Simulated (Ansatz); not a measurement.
Relaxation of ClH4NO2Si2 (10 atoms, charge 0, multiplicity 1), to a largest force component of 0.015 eV/Å in at most 40 steps.

Computed with RKS PBE/def2-SVP in Ansatz 0.2.0.

```xyz
10
Properties=species:S:1:pos:R:3:forces:R:3
N 0.521 -1.834 0.492 -0.56 -0.31 0.03
Si 0.953 -0.372 1.314 3.40 -4.98 2.71
O 0.170 0.714 0.595 2.38 -2.80 3.83
Si -0.479 1.808 -0.104 -6.19 8.10 -6.58
O -0.483 1.381 -1.736 0.70 1.39 -0.10
Cl -2.511 1.355 0.393 -0.29 0.45 0.40
H 0.805 -1.679 -0.480 0.47 -0.47 -0.51
H -0.506 -1.762 0.436 -0.15 -0.49 0.09
H 2.370 -0.137 0.962 0.74 0.16 0.44
H -0.758 0.476 -1.868 -0.49 -1.05 -0.31
```

Question: Where does it end, and by what steps?

Answer: It converged. After 23 steps the energy has fallen by 3.619 eV; H8 moved furthest, 1.65 Å. The start is strongly strained (largest force component 8 eV/Å).

| step | energy less start (eV) | largest force component (eV/Å) | accepted |
| --- | --- | --- | --- |
| 0 | 0.0000 | 8.099 | yes |
| 1 | -1.4912 | 3.825 | yes |
| 2 | -2.2561 | 1.664 | yes |
| 3 | -2.6503 | 0.976 | yes |
| 4 | -2.8918 | 0.928 | yes |
| 5 | -2.9893 | 0.670 | yes |
| 6 | -3.0848 | 0.547 | yes |
| 7 | -3.1806 | 1.022 | yes |
| 8 | -3.2312 | 1.515 | yes |
| 9 | -3.3265 | 1.164 | yes |
| 10 | -3.4160 | 0.584 | yes |
| 11 | -3.4921 | 0.328 | yes |
| 12 | -3.5441 | 0.366 | yes |
| 13 | -3.5697 | 0.495 | yes |
| 14 | -3.5958 | 0.817 | yes |
| 15 | -3.6094 | 0.351 | yes |
| 16 | -3.6144 | 0.086 | yes |
| 17 | -3.6169 | 0.045 | yes |
| 18 | -3.6175 | 0.075 | yes |
| 19 | -3.6182 | 0.032 | yes |
| 20 | -3.6183 | 0.027 | yes |
| 21 | -3.6187 | 0.029 | yes |
| 22 | -3.6188 | 0.019 | yes |
| 23 | -3.6188 | 0.009 | yes |

```xyz
10
Properties=species:S:1:pos:R:3
N 0.832 -1.448 -0.157
Si 1.030 -0.272 1.021
O 0.416 1.185 0.870
Si -0.471 1.914 -0.675
O -0.914 0.336 -1.341
Cl -2.380 2.228 0.346
H 1.246 -2.380 -0.197
H 0.190 -1.141 -0.922
H 1.968 -0.609 2.127
H -1.834 0.137 -1.068
```

The run took 80 s on 2 threads of Arm Neoverse V1, on a shared host, peak memory 0.16 GiB.
